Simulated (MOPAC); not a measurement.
MOPAC input (MNDO):

```
MNDO PRECISE GNORM=0.05 LET XYZ UHF MS=0.5 GEO-OK AUX(PRECISION=9) THREADS=1
Br2FSi

F    -0.03033900 1    2.10312000 1   -0.16051200 1
Si   -0.00803500 1    0.67359800 1    0.55236500 1
Br   -1.83891600 1   -0.43133600 1   -0.08469700 1
Br    1.84993200 1   -0.37890600 1   -0.09497500 1
```

Output:

```
 *******************************************************************************
 **                                                                           **
 **                              MOPAC v23.2.5                                **
 **                                                                           **
 *******************************************************************************
 ** MOPAC's Digital Object Identifier: https://doi.org/10.5281/zenodo.6511958 **
 **                                                                           **
 ** Please cite the open-source release paper for use of this MOPAC version:  **
 ** J. E. Moussa and J. J. P. Stewart (2026)                                  **
 ** MOPAC: An open-source semiempirical molecular orbital program             **
 ** J. Open Source Softw., 11(119), 8025, https://doi.org/10.21105/joss.08025 **
 *******************************************************************************

                              MNDO CALCULATION RESULTS

 *******************************************************************************
 *  MNDO       - The MNDO Hamiltonian to be used
 *  GEO-OK     - OVERRIDE INTERATOMIC DISTANCE AND OTHER SAFETY CHECKS
 *  UHF        - UNRESTRICTED HARTREE-FOCK CALCULATION
 *  MS=        - IN MECI, MAGNETIC COMPONENT OF SPIN =  0.5
 *  LET        - OVERRIDE SOME SAFETY CHECKS
 *  PRECISE    - TIGHTER CRITERIA TO BE USED
 *  XYZ        - CARTESIAN COORDINATE SYSTEM TO BE USED
 *  GNORM      - EXIT WHEN GRADIENT NORM DROPS BELOW 0.050
 *  AUX        - OUTPUT AUXILIARY INFORMATION
 *******************************************************************************
MNDO PRECISE GNORM=0.05 LET XYZ UHF MS=0.5 GEO-OK AUX(PRECISION=9) THREADS=1
 Br2FSi

   ATOM   CHEMICAL          X               Y               Z
  NUMBER   SYMBOL      (ANGSTROMS)     (ANGSTROMS)     (ANGSTROMS)

     1       F         -0.03033900  *   2.10312000  *  -0.16051200  *
     2      Si         -0.00803500  *   0.67359800  *   0.55236500  *
     3      Br         -1.83891600  *  -0.43133600  *  -0.08469700  *
     4      Br          1.84993200  *  -0.37890600  *  -0.09497500  *

          CARTESIAN COORDINATES

    NO.       ATOM           X           Y           Z

     1         F         -0.0303      2.1031     -0.1605
     2        Si         -0.0080      0.6736      0.5524
     3        Br         -1.8389     -0.4313     -0.0847
     4        Br          1.8499     -0.3789     -0.0950

  F: (MNDO): M.J.S. DEWAR, H.S. RZEPA, J. AM. CHEM. SOC., 100, 777, (1978)
 Si: (MNDO): M.J.S.DEWAR, ET. AL. ORGANOMETALLICS  5, 375 (1986)
 Br: (MNDO): M.J.S.DEWAR, E.F. HEALY, J. COMP. CHEM., 4, 542, (1983)

           Empirical Formula: F Si Br2  =     4 atoms

      MOLECULAR POINT GROUP   :   Cs

          UHF CALCULATION, NO. OF ALPHA ELECTRONS =   13
                           NO. OF BETA  ELECTRONS =   12

          Geometry optimization using EF

          DIAGONAL MATRIX USED AS START HESSIAN

 CYCLE:     1  GRAD.:    58.675 HEAT: -95.72161
 CYCLE:     2  GRAD.:   505.344 HEAT: -66.28414
 CYCLE:     3  GRAD.:    60.957 HEAT: -96.32512
 CYCLE:     4  GRAD.:    48.528 HEAT: -95.77280
 CYCLE:     5  GRAD.:    10.500 HEAT: -98.47927
 CYCLE:     6  GRAD.:     3.175 HEAT: -98.55442
 CYCLE:     7  GRAD.:     1.418 HEAT: -98.56509
 CYCLE:     8  GRAD.:     2.885 HEAT: -98.57678
 CYCLE:     9  GRAD.:     1.289 HEAT: -98.57915
 CYCLE:    10  GRAD.:     1.775 HEAT: -98.57842
 CYCLE:    11  GRAD.:     0.676 HEAT: -98.58007
 CYCLE:    12  GRAD.:     0.213 HEAT: -98.58025
 CYCLE:    13  GRAD.:     0.019 HEAT: -98.58027

     GRADIENT =  0.01896 IS LESS THAN CUTOFF =  0.05000

 -------------------------------------------------------------------------------
 MNDO PRECISE GNORM=0.05 LET XYZ UHF MS=0.5 GEO-OK AUX(PRECISION=9) THREADS=1
 Br2FSi

     GEOMETRY OPTIMISED USING EIGENVECTOR FOLLOWING (EF).
     SCF FIELD WAS ACHIEVED

                              MNDO CALCULATION
                                                       MOPAC v23.2.5 Linux

          FINAL HEAT OF FORMATION =        -98.58027 KCAL/MOL =    -412.45986 KJ/MOL

          COSMO AREA              =        127.02 SQUARE ANGSTROMS
          COSMO VOLUME            =        118.54 CUBIC ANGSTROMS

          GRADIENT NORM           =          0.01896          =       0.00948 PER ATOM
          IONIZATION POTENTIAL    =          9.544068 EV
          ALPHA SOMO LUMO (EV)    =         -9.544 -1.413
          BETA  SOMO LUMO (EV)    =        -11.774 -1.728
          NO. OF ALPHA ELECTRONS  =         13
          NO. OF BETA  ELECTRONS  =         12
          MOLECULAR WEIGHT        =        206.8919         POINT GROUP:  Cs

          MOLECULAR DIMENSIONS (Angstroms)

            Atom       Atom       Distance
           Br     4   Br     3     3.78684
           Br     3    F     1     2.51874
           Si     2    F     1     0.45940

          SCF CALCULATIONS        =         14

   ATOM   CHEMICAL          X               Y               Z
  NUMBER   SYMBOL      (ANGSTROMS)     (ANGSTROMS)     (ANGSTROMS)

     1       F         -0.03034932  *   2.12094420  *  -0.07637181  *
     2      Si         -0.00792011  *   0.63322616  *   0.39119001  *
     3      Br         -1.88774625  *  -0.42440719  *  -0.05729672  *
     4      Br          1.89869917  *  -0.37059100  *  -0.06784780  *

                             CARTESIAN COORDINATES

   1    F       -0.030349317     2.120944200    -0.076371813
   2   Si       -0.007920112     0.633226155     0.391190010
   3   Br       -1.887746252    -0.424407187    -0.057296721
   4   Br        1.898699169    -0.370590995    -0.067847799

           Empirical Formula: F Si Br2  =     4 atoms

      MOLECULAR POINT GROUP   :   Cs

          ALPHA EIGENVALUES
 -45.37687 -25.91433 -25.39018 -18.72966 -17.18104 -17.16062 -16.91090 -13.55780
 -12.40082 -12.19898 -12.11219 -11.97482  -9.54407  -1.41259  -1.13748   2.38481

           BETA EIGENVALUES
 -45.27062 -25.37845 -24.85910 -18.37794 -17.15946 -16.96168 -16.26212 -12.79765
 -12.17612 -12.04968 -11.91294 -11.77440  -1.72780  -0.96760  -0.15914   2.74230

              NET ATOMIC CHARGES AND DIPOLE CONTRIBUTIONS

  ATOM NO.   TYPE          CHARGE      No. of ELECS.   s-Pop       p-Pop
    1          F          -0.456059        7.4561     1.85997     5.59609
    2         Si           1.283040        2.7170     1.32276     1.39420
    3         Br          -0.413488        7.4135     1.99316     5.42033
    4         Br          -0.413493        7.4135     1.99316     5.42034
 DIPOLE           X         Y         Z       TOTAL
 POINT-CHG.    -0.004     0.835     2.827     2.947
 HYBRID        -0.019     1.036    -1.414     1.753
 SUM           -0.023     1.871     1.412     2.345

          ATOMIC ORBITAL ELECTRON POPULATIONS

     Atom    s        px        py        pz
    1  F   1.85997   1.94589   1.74167   1.90853
    2 Si   1.32276   0.47911   0.44659   0.46850
    3 Br   1.99316   1.60160   1.86660   1.95213
    4 Br   1.99316   1.59046   1.87876   1.95112

                    (SZ)    =    0.500000
                    (S**2)  =    0.765850

          ATOMIC ORBITAL SPIN POPULATIONS

    Atom   Total    s     px     py     pz
         Atomic
    1  F  0.0116  0.005 -0.009 -0.005  0.021
    2 Si  0.5536  0.318 -0.069 -0.002  0.306
    3 Br  0.2174  0.002  0.139  0.039  0.037
    4 Br  0.2174  0.002  0.142  0.035  0.038

 **********************
 *                    *
 * JOB ENDED NORMALLY *
 *                    *
 **********************

 == MOPAC DONE ==
```

The geometry given is a B3LYP-D3(BJ)/def2-TZVP minimum.
